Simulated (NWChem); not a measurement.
System: SiH₂S₂Cl₂; SMILES S[Si](S)(Cl)Cl

Parts of the log:

```
             Northwest Computational Chemistry Package (NWChem) 7.3.0
             --------------------------------------------------------

                             Geometry "geometry" -> ""
                             -------------------------

 Output coordinates in angstroms (scale by  1.889725989 to convert to a.u.)

  No.       Tag          Charge          X              Y              Z
 ---- ---------------- ---------- -------------- -------------- --------------
    1 S                   16.0000     1.57733100     0.86739900     1.13675100
    2 Si                  14.0000     0.00000000     0.00000000    -0.02096000
    3 S                   16.0000    -1.57733100    -0.86739900     1.13675100
    4 Cl                  17.0000     0.96502000    -1.37898400    -1.21919500
    5 Cl                  17.0000    -0.96502000     1.37898400    -1.21919500
    6 H                    1.0000     0.76652100     1.66152600     1.87150600
    7 H                    1.0000    -0.76652100    -1.66152600     1.87150600

 Effective nuclear repulsion energy (a.u.)     517.1262963794

                                 NWChem DFT Module
                                 -----------------

 Summary of "ao basis" -> "ao basis" (spherical)
 ------------------------------------------------------------------------------
       Tag                 Description            Shells   Functions and Types
 ---------------- ------------------------------  ------  ---------------------
 S                          def2-svp                 8       18   4s3p1d
 Si                         def2-svp                 8       18   4s3p1d
 Cl                         def2-svp                 8       18   4s3p1d
 H                          def2-svp                 3        5   2s1p

            General Information
            -------------------
          SCF calculation type: DFT
          Wavefunction type:  closed shell.
          No. of atoms     :     7
          No. of electrons :    82
           Alpha electrons :    41
            Beta electrons :    41
          Charge           :     0
          Spin multiplicity:     1
          Use of symmetry is: off; symmetry adaption is: off
          Maximum number of iterations: 150
          AO basis - number of functions:   100
                     number of shells:    46
          Convergence on energy requested:  1.00D-06
          Convergence on density requested:  1.00D-05
          Convergence on gradient requested:  5.00D-04

              XC Information
              --------------
                         B3LYP Method XC Potential
                     Hartree-Fock (Exact) Exchange  0.200
                        Slater Exchange Functional  0.800 local
                    Becke 1988 Exchange Functional  0.720 non-local
              Lee-Yang-Parr Correlation Functional  0.810
                  VWN I RPA Correlation Functional  0.190 local

             Grid Information
             ----------------
          Grid used for XC integration:  medium
          Radial quadrature: Mura-Knowles
          Angular quadrature: Lebedev.
          Tag              B.-S. Rad. Rad. Pts. Rad. Cut. Ang. Pts.
          ---              ---------- --------- --------- ---------
          S                   1.00       88          10.0       590
          Si                  1.10       88           8.0       590
          Cl                  1.00       88          11.0       590
          H                   0.35       45          10.0       434
          Grid pruning is: on
          Number of quadrature shells:   530
          Spatial weights used:  Erf1

      Superposition of Atomic Density Guess
      -------------------------------------

 Sum of atomic energies:       -2003.07877765

      Non-variational initial energy
      ------------------------------

 Total energy =   -2004.356093
 1-e energy   =   -3802.591959
 2-e energy   =    1281.109570
 HOMO         =      -0.309397
 LUMO         =       0.050948

     ---------------------------------------------
      Total Density - Mulliken Population Analysis
     ---------------------------------------------

    Atom       Charge   Shell Charges
 -----------   ------   -------------------------------------------------------
    1 S   16    16.45   2.00  1.99  1.20  0.64  5.94  1.81  2.84  0.03
    2 Si  14    12.71   2.00  1.99  0.92  0.04  5.93  0.81  0.75  0.28
    3 S   16    16.45   2.00  1.99  1.20  0.64  5.94  1.81  2.84  0.03
    4 Cl  17    17.41   2.00  1.99  1.22  0.72  5.94  2.16  3.36  0.01
    5 Cl  17    17.41   2.00  1.99  1.22  0.72  5.94  2.16  3.36  0.01
    6 H    1     0.79   0.57  0.19  0.03
    7 H    1     0.79   0.57  0.19  0.03

   convergence    iter        energy       DeltaE   RMS-Dens  Diis-err
 ---------------- ----- ----------------- --------- --------- ---------
 d= 0,ls=0.0,diis     1  -2006.9863616507 -2.52D+03  1.59D-02  8.02D-01
 d= 0,ls=0.0,diis     2  -2006.9403749698  4.60D-02  1.05D-02  9.63D-01
 d= 0,ls=0.0,diis     3  -2007.0773332680 -1.37D-01  2.24D-03  5.15D-02
 d= 0,ls=0.0,diis     4  -2007.0848655675 -7.53D-03  4.35D-04  1.94D-03
 d= 0,ls=0.0,diis     5  -2007.0851968853 -3.31D-04  8.18D-05  4.31D-05
  Resetting Diis
 d= 0,ls=0.0,diis     6  -2007.0852031384 -6.25D-06  2.10D-05  3.56D-06
 d= 0,ls=0.0,diis     7  -2007.0852036254 -4.87D-07  7.01D-06  9.75D-08

         Total DFT energy =    -2007.085203625355
      One electron energy =    -3804.032188993607
           Coulomb energy =     1409.528881244758
    Exchange-Corr. energy =     -129.708192255883
 Nuclear repulsion energy =      517.126296379377

 Numeric. integr. density =       81.999994468517

                       DFT Final Molecular Orbital Analysis
                       ------------------------------------

 Vector   39  Occ=2.000000D+00  E=-3.218571D-01
              MO Center= -2.0D-08, -9.5D-08,  2.3D-02, r^2= 5.7D+00
   Bfn.  Coefficient  Atom+Function         Bfn.  Coefficient  Atom+Function
  ----- ------------  ---------------      ----- ------------  ---------------
    11      0.272223  1 S  px                47      0.272223  3 S  px
    66      0.219459  4 Cl py                84      0.219459  5 Cl py
    65      0.213316  4 Cl px                83      0.213316  5 Cl px
     8      0.209742  1 S  px                44      0.209742  3 S  px
    63      0.170071  4 Cl py                81      0.170071  5 Cl py

 Vector   40  Occ=2.000000D+00  E=-2.903686D-01
              MO Center=  6.2D-07,  4.0D-07,  9.9D-01, r^2= 4.7D+00
   Bfn.  Coefficient  Atom+Function         Bfn.  Coefficient  Atom+Function
  ----- ------------  ---------------      ----- ------------  ---------------
    13     -0.313308  1 S  pz                49     -0.313308  3 S  pz
    12      0.296111  1 S  py                48     -0.296111  3 S  py
    10     -0.223445  1 S  pz                46     -0.223445  3 S  pz
     9      0.210546  1 S  py                45     -0.210546  3 S  py
     7     -0.127121  1 S  pz                43     -0.127121  3 S  pz

 Vector   41  Occ=2.000000D+00  E=-2.743378D-01
              MO Center= -6.4D-07, -3.8D-07,  9.3D-01, r^2= 4.9D+00
   Bfn.  Coefficient  Atom+Function         Bfn.  Coefficient  Atom+Function
  ----- ------------  ---------------      ----- ------------  ---------------
    12      0.326898  1 S  py                48      0.326898  3 S  py
    13     -0.271302  1 S  pz                49      0.271302  3 S  pz
     9      0.237815  1 S  py                45      0.237815  3 S  py
    10     -0.196008  1 S  pz                46      0.196008  3 S  pz
     6      0.134175  1 S  py                42      0.134175  3 S  py

 Vector   42  Occ=0.000000D+00  E=-1.927632D-02
              MO Center=  7.4D-10, -3.2D-08,  3.5D-01, r^2= 4.8D+00
   Bfn.  Coefficient  Atom+Function         Bfn.  Coefficient  Atom+Function
  ----- ------------  ---------------      ----- ------------  ---------------
    21      1.067223  2 Si s                 20      0.424352  2 Si s
    22      0.386191  2 Si s                 13      0.331097  1 S  pz
    49      0.331097  3 S  pz                12      0.300148  1 S  py
    48     -0.300148  3 S  py                11      0.263310  1 S  px
    47     -0.263310  3 S  px                66     -0.197589  4 Cl py

 Vector   43  Occ=0.000000D+00  E= 3.630456D-03
              MO Center=  1.3D-07,  1.6D-07,  8.9D-01, r^2= 5.2D+00
   Bfn.  Coefficient  Atom+Function         Bfn.  Coefficient  Atom+Function
  ----- ------------  ---------------      ----- ------------  ---------------
    92      0.676300  6 H  s                 97     -0.676300  7 H  s
    30     -0.642254  2 Si py                29      0.604823  2 Si px
     4     -0.505855  1 S  s                 40      0.505855  3 S  s
    58     -0.336133  4 Cl s                 76      0.336133  5 Cl s
    67     -0.286522  4 Cl pz                85      0.286522  5 Cl pz

 Vector   44  Occ=0.000000D+00  E= 7.412515D-03
              MO Center= -1.2D-07, -1.3D-07,  1.0D+00, r^2= 6.1D+00
   Bfn.  Coefficient  Atom+Function         Bfn.  Coefficient  Atom+Function
  ----- ------------  ---------------      ----- ------------  ---------------
    92      0.791977  6 H  s                 97      0.791977  7 H  s
    22      0.512654  2 Si s                  4     -0.450257  1 S  s
    40     -0.450257  3 S  s                 31     -0.436383  2 Si pz
    12     -0.352772  1 S  py                48      0.352772  3 S  py
    11      0.299988  1 S  px                47     -0.299988  3 S  px

     ---------------------------------------------
      Total Density - Mulliken Population Analysis
     ---------------------------------------------

    Atom       Charge   Shell Charges
 -----------   ------   -------------------------------------------------------
    1 S   16    16.18   2.00  1.98  1.27  0.59  5.93  1.84  2.53  0.05
    2 Si  14    13.39   2.00  1.98  1.12 -0.08  5.92  1.19  0.84  0.42
    3 S   16    16.18   2.00  1.98  1.27  0.59  5.93  1.84  2.53  0.05
    4 Cl  17    17.21   2.00  1.98  1.28  0.68  5.93  2.17  3.15  0.02
    5 Cl  17    17.21   2.00  1.98  1.28  0.68  5.93  2.17  3.15  0.02
    6 H    1     0.91   0.71  0.17  0.03
    7 H    1     0.91   0.71  0.17  0.03

     -------------------------------------------
      Total Density - Lowdin Population Analysis
     -------------------------------------------

    Atom       Charge   Shell Charges
 -----------   ------   -------------------------------------------------------
    1 S   16    15.98   2.00  1.95  1.00  0.67  5.81  1.91  2.59  0.06
    2 Si  14    13.94   2.00  1.93  0.75  0.35  5.81  1.22  1.22  0.66
    3 S   16    15.98   2.00  1.95  1.00  0.67  5.81  1.91  2.59  0.06
    4 Cl  17    17.04   2.00  1.96  1.06  0.79  5.82  2.27  3.13  0.02
    5 Cl  17    17.04   2.00  1.96  1.06  0.79  5.82  2.27  3.13  0.02
    6 H    1     1.01   0.62  0.31  0.08
    7 H    1     1.01   0.62  0.31  0.08

     Multipole analysis of the density
     ---------------------------------

     L   x y z        total         alpha         beta         nuclear
     -   - - -        -----         -----         ----         -------
     0   0 0 0      0.000000    -41.000000    -41.000000     82.000000

     1   1 0 0     -0.000000     -0.000000     -0.000000      0.000000
     1   0 1 0     -0.000000     -0.000000     -0.000000      0.000000
     1   0 0 1      0.703410      1.889022      1.889022     -3.074633

     2   2 0 0    -50.703473   -226.140559   -226.140559    401.577645
     2   1 1 0     -0.116521     -1.992700     -1.992700      3.868880
     2   1 0 1     -0.000000     -0.000000     -0.000000      0.000000
     2   0 2 0    -46.531318   -191.555321   -191.555321    336.579324
     2   0 1 1     -0.000000     -0.000000     -0.000000      0.000000
     2   0 0 2    -46.200502   -199.690363   -199.690363    353.180224

                     NWChem Electrostatic Potential Fit Module
                     -----------------------------------------

 Atom parameters

 Number of atoms is                                    7
 Number of basis functions is                        100

 Grid parameters

 Maximum number of grid points is                  36598
 Number of grid points is                          36597
 Grid range                                     0.300000 nm
 Grid spacing                                   0.020000 nm
 Probe radius                                   0.070000 nm
 Atom radius factor                             1.000000

 Atomic radii

    1    0.100000
   14    0.187000
   16    0.174000
   17    0.169000
 FASTESP  F
  using M.O. file = ./job.movecs

    Atom              Coordinates                           Charge

                                                  ESP

    1 S     0.157733    0.086740    0.113675   -0.259294
    2 Si    0.000000    0.000000   -0.002096    0.450580
    3 S    -0.157733   -0.086740    0.113675   -0.259599
    4 Cl    0.096502   -0.137898   -0.121920   -0.137497
    5 Cl   -0.096502    0.137898   -0.121920   -0.137272
    6 H     0.076652    0.166153    0.187151    0.171296
    7 H    -0.076652   -0.166153    0.187151    0.171785
                                            ------------
                                               -0.000000

 Dipole moment                                  0.713899

 Quadrupole moment Qxx                         -8.660852
                   Qyy                          6.118236
                   Qzz                          2.542616

 RMS deviation kJ/mol                           0.088879

 RRMS %                                        44.051395
```

Level: B3LYP/def2-SVP. All runs use the structure optimised with B3LYP/6-31G* (spherical d).

Q: Write an input that gives this output.

A: One answer among several that fit: the input that was run:
```
start job
memory heap 200 mb stack 900 mb global 1100 mb
geometry units angstroms noautosym nocenter noautoz
  S      1.577331     0.867399     1.136751
  Si     0.000000     0.000000    -0.020960
  S     -1.577331    -0.867399     1.136751
  Cl     0.965020    -1.378984    -1.219195
  Cl    -0.965020     1.378984    -1.219195
  H      0.766521     1.661526     1.871506
  H     -0.766521    -1.661526     1.871506
end
basis spherical
  * library def2-svp
end
dft
  xc b3lyp
  iterations 150
  mulliken
end
task dft energy
esp
  recalculate
  probe 0.07
  range 0.3
  factor 1.0
  spacing 0.02
end
task esp
```
